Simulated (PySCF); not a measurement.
Coordinates in bohr (charge 0 multiplicity 1):
```
Sb    0.0000    0.0000   -0.0365
F     0.0000    0.0000    3.5633
F     3.5434    0.0000   -0.8241
F     0.0000    3.5434   -0.8241
F    -3.5434    0.0000   -0.8241
F     0.0000   -3.5434   -0.8241
```

All numbers come from PySCF, PBE, basis Sb def2-SVP with ECP28, F def2-SVP (scalar-relativistic core potentials, no spin–orbit coupling, density fitting).

This geometry of SbF₅ is a stationary point at this level.

Task: What is the point group?

Result: C4v.

Task: Is it a minimum?

Result: No: it has 1 imaginary mode, at 52i cm⁻¹ (b1).

Task: List the harmonic modes with their infrared intensities.

Result: 
```csv
symmetry,ω (cm⁻¹),"IR (km/mol, summed over degenerate members)"
b1,52i,–
e,177,5.2
a1,221,39.8
e,248,72.8
b2,272,0.0
b1,599,0.0
a1,609,1.0
a1,676,56.4
e,676,142
```

Task: What are the dipole moment and the gap between the highest occupied and lowest empty levels?

Result: 0.38 D and 3.93 eV.

Task: Give the atomic charges and bond orders.

Result: 
```
    atom  Mulliken  Löwdin  polar tensor  Mayer order to Sb1
     Sb1      1.50    1.17          2.37                   –
      F2     -0.30   -0.23         -0.50                0.96
F3,4,5,6     -0.30   -0.23         -0.47                0.93
```

In C4v the vibrations span 2b1 + 3e + 3a1 + b2. The b1, b2 modes carry no infrared intensity, as symmetry demands.

Only a few start shapes were tried, so a lower isomer may exist.
